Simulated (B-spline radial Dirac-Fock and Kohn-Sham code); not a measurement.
ΔSCF core binding energies without Breit or QED terms, calculated with a radial atomic solver.

A sound run for Ga²⁺, configuration 1s2 2s2 2p6 3s2 3p6 3d10 4s1: The ground state converged in 9 iterations, with total energy -1941.67408 Ha, virial ratio 1.98003 and highest orbital energy -29.73 eV. ΔSCF binding energies: K (1s) 10418.8 eV, L3 (2p3/2) 1148.5 eV, M5 (3d5/2) 46.88 eV.

A second run, with one unsound setting: The ground state converged in 10 iterations, with total energy -1328.38685 Ha, virial ratio 2.39811 and highest orbital energy -20.84 eV. ΔSCF binding energies: K (1s) 3973.7 eV, L3 (2p3/2) 1100.9 eV, M5 (3d5/2) 62.64 eV.

```
iter   energy (Ha)        error
   1    -1319.42875062  2.27e+00
   2    -1324.04548571  6.49e-01
   3    -1328.28643497  8.67e-02
   4    -1328.38527131  2.03e-02
   5    -1328.38631100  6.84e-03
   6    -1328.38677100  2.70e-03
   7    -1328.38685187  4.94e-05
   8    -1328.38685197  1.49e-05
   9    -1328.38685198  4.47e-07
  10    -1328.38685198  3.85e-08
```

Task: Which fault fits the second run best?
A. unbound anion
B. speed of light below Z
C. nuclear radius in wrong units
D. tolerance below the noise

Result: C. The input had radius_factor = 1000.0: radius_factor inflates the nucleus far beyond its size, which weakens the binding of the inner electrons.
